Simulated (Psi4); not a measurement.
C$_{2}$H$_{4}$Cl (SMILES C[CH-]Cl), charge -1, singlet, at a GFN2-xTB geometry (a gas-phase anion, which may not be bound at this level); TPSS/STO-3G run with Psi4.

Here is a job for Psi4.
```
memory 2 GB

molecule {
-1 1
  C    -0.04236295    0.94301768    0.11643630
  C     1.46068694    0.70302549   -0.00366344
  Cl   -0.80766603   -0.77835367    0.01458756
  H    -0.36931829    1.35703846   -0.87902207
  H     1.94738318    1.68689299   -0.01568052
  H     1.83394692    0.15833098    0.87083844
  H     1.80836665    0.15349103   -0.90076143
}

set basis sto-3g
set scf_initial_accelerator ediis

energy('tpss')
print_variables()
```

The log (banner, timings and long lists left out):

```
   => Loading Basis Set <=

    Name: STO-3G
    Role: ORBITAL
    Keyword: BASIS

         ---------------------------------------------------------
                                   SCF
               by Justin Turney, Rob Parrish, Andy Simmonett
                          and Daniel G. A. Smith
                              RKS Reference
         ---------------------------------------------------------

  ==> Geometry <==

    Molecular point group: c1
    Full point group: C1

    Geometry (in Angstrom), charge = -1, multiplicity = 1:

       Center              X                  Y                   Z               Mass
    ------------   -----------------  -----------------  -----------------  -----------------
         C            0.052272351402     1.007836640900     0.101650244568    12.000000000000
         C            1.555322241402     0.767844450900    -0.018449495432    12.000000000000
         CL          -0.713030728598    -0.713534709100    -0.000198495432    34.968852682000
         H           -0.274682988598     1.421857420900    -0.893808125432     1.007825032230
         H            2.042018481402     1.751711950900    -0.030466575432     1.007825032230
         H            1.928582221402     0.223149940900     0.856052384568     1.007825032230
         H            1.903001951402     0.218309990900    -0.915547485432     1.007825032230

  Running in c1 symmetry.

  Rotational constants: A =      1.10748  B =      0.18602  C =      0.16721 [cm^-1]
  Rotational constants: A =  33201.30624  B =   5576.69000  C =   5012.95656 [MHz]
  Nuclear repulsion =   92.228689065451206

  Charge       = -1
  Multiplicity = 1
  Electrons    = 34
  Nalpha       = 17
  Nbeta        = 17

  ==> Algorithm <==

  SCF Algorithm Type is DF.
  DIIS enabled.
  MOM disabled.
  Fractional occupation disabled.
  Guess Type is SAD.
  Energy threshold   = 1.00e-06
  Density threshold  = 1.00e-06
  Integral threshold = 1.00e-12

  ==> Primary Basis <==

  Basis Set: STO-3G
    Blend: STO-3G
    Number of shells: 15
    Number of basis functions: 23
    Number of Cartesian functions: 23
    Spherical Harmonics?: true
    Max angular momentum: 1

  ==> DFT Potential <==

   => LibXC <=

    Version 7.1.2
    S. Lehtola, C. Steigemann, M. J. T. Oliveira, and M. A. L. Marques,  SoftwareX 7, 1–5 (2018) (10.1016/j.softx.2017.11.002)

   => Composite Functional: TPSS <=

    TPSS Meta-GGA XC Functional

    J. Tao, et al., Phys. Rev. Lett., 91, 146401, 2003

    Deriv               =              1
    GGA                 =           TRUE
    Meta                =           TRUE

    Exchange Hybrid     =          FALSE
    MP2 Hybrid          =          FALSE

   => Exchange Functionals <=

    1.0000   XC_MGGA_X_TPSS

   => Correlation Functionals <=

    1.0000   XC_MGGA_C_TPSS

   => LibXC Density Thresholds  <==

    XC_MGGA_C_TPSS:  1.00E-15
    XC_MGGA_X_TPSS:  1.00E-15

   => Molecular Quadrature <=

    Radial Scheme          =       TREUTLER
    Pruning Scheme         =           NONE
    Nuclear Scheme         =       TREUTLER

    Blocking Scheme        =         OCTREE
    BS radius alpha        =              1
    Pruning alpha          =              1
    Radial Points          =             75
    Spherical Points       =            302
    Total Points           =         148651
    Total Blocks           =           1169
    Max Points             =            256
    Max Functions          =             23
    Weights Tolerance      =       1.00E-15

   => Loading Basis Set <=

    Name: (STO-3G AUX)
    Role: JKFIT
    Keyword: DF_BASIS_SCF

  ==> Integral Setup <==

  SCF_SUBTYPE=INCORE selected. In-core MEM_DF algorithm will be used.
  Using in-core AOs.

  ==> MemDFJK: Density-Fitted J/K Matrices <==

    J tasked:                   Yes
    K tasked:                    No
    wK tasked:                   No
    Algorithm:                 Core
    Schwarz Cutoff:           1E-12
    Mask sparsity (%):       2.2684
    Fitting Condition:        1E-10

   => Auxiliary Basis Set <=

  Basis Set: (STO-3G AUX)
    Blend: DEF2-UNIVERSAL-JKFIT
    Number of shells: 112
    Number of basis functions: 350
    Number of Cartesian functions: 413
    Spherical Harmonics?: true
    Max angular momentum: 4

  Minimum eigenvalue in the overlap matrix is 2.2273709615E-01.
  Reciprocal condition number of the overlap matrix is 9.5330121153E-02.
    Using symmetric orthogonalization.

  ==> Pre-Iterations <==

  SCF Guess: Superposition of Atomic Densities via on-the-fly atomic UHF (no occupation information).

   -------------------------
    Irrep   Nso     Nmo
   -------------------------
     A         23      23
   -------------------------
    Total      23      23
   -------------------------

  ==> Iterations <==

                           Total Energy        Delta E     RMS |[F,P]|

   @DF-RKS iter SAD:  -531.54723647176945   -5.31547e+02   0.00000e+00
   @DF-RKS iter   1:  -532.71614203630816   -1.16891e+00   5.24358e-03 EDIIS/DIIS
   @DF-RKS iter   2:  -532.72278711428407   -6.64508e-03   4.19932e-03 EDIIS/DIIS
   @DF-RKS iter   3:  -532.72947792456841   -6.69081e-03   9.44937e-04 EDIIS/DIIS
   @DF-RKS iter   4:  -532.72984908253250   -3.71158e-04   1.18526e-04 EDIIS/DIIS
   @DF-RKS iter   5:  -532.72985824702982   -9.16450e-06   2.05790e-05 DIIS
   @DF-RKS iter   6:  -532.72985856701962   -3.19990e-07   4.85250e-06 DIIS
   @DF-RKS iter   7:  -532.72985857674678   -9.72716e-09   8.41477e-07 DIIS
  Energy and wave function converged.

  ==> Post-Iterations <==

   Electrons on quadrature grid:
      Ntotal   =   34.0000136333 ; deviation = 1.363e-05

    Orbital Energies [Eh]
    ---------------------

    Doubly Occupied:

[...]
    Virtual:

[...]
    Final Occupation by Irrep:
              A
    DOCC [    17 ]
    NA   [    17 ]
    NB   [    17 ]

  @DF-RKS Final Energy:  -532.72985857674678

   => Energetics <=

    Nuclear Repulsion Energy =             92.2286890654512064
    One-Electron Energy =                -927.4686239499093290
    Two-Electron Energy =                 343.5867664368137184
    DFT Exchange-Correlation Energy =     -41.0766901291024453
    Empirical Dispersion Energy =           0.0000000000000000
    VV10 Nonlocal Energy =                  0.0000000000000000
    Total Energy =                       -532.7298585767467785

Computation Completed

Properties will be evaluated at   0.000000,   0.000000,   0.000000 [a0]

Properties computed using the SCF density matrix

 Multipole Moments:

 ------------------------------------------------------------------------------------
     Multipole            Electronic (a.u.)      Nuclear  (a.u.)        Total (a.u.)
 ------------------------------------------------------------------------------------

 L = 1.  Multiply by 2.5417464519 to convert [e a0] to [Debye]
 Dipole X            :         -5.5538812            5.9015482            0.3476670
 Dipole Y            :         -4.6370147            4.0421729           -0.5948417
 Dipole Z            :          0.5662068           -0.9220725           -0.3558657
 Magnitude           :                                                    0.7754672

 ------------------------------------------------------------------------------------

  Variable Map:
  ----------------------------------------------------------------------------
[...]
  Array Variable Map:
  ----------------------------------------------------------------------------
[...]
[...]
```
